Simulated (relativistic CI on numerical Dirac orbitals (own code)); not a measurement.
## The spin-orbit constant of Mo V from its measured fine structure

Problem. The ground term 3F of Mo V (4s2 4p6 4d2) has the measured levels J = 2: 0.0, J = 3: 1577.9, J = 4: 3357.3 cm⁻¹ (Sugar and Musgrove, J. Phys. Chem. Ref. Data 17, 155 (1988)). Test the interval rule and estimate ζ(4d).

Working.
1. In LS coupling E(J) − E(J − 1) = AJ. The intervals give A = 526.0 (J = 3), 444.9 (J = 4) cm⁻¹.
2. These values spread by 17 % of their mean, from second-order spin-orbit mixing with other terms and from spin-spin terms.
3. The whole width divided by the sum of the upper J values gives a mean A = 479.6 cm⁻¹.
4. For the Hund term of a shell that is less than half full, A = +ζ/2S with 2S = 2, so ζ = 959 cm⁻¹.

Check. The value calculated from Dirac-Coulomb-Breit radial functions of this configuration is ζ = 861 cm⁻¹, 10 % below the estimate from measurement. The same recipe applied to the calculated levels returns 918 cm⁻¹, which shows the bias of the recipe itself. Where the interval rule fails, the estimate is only rough.
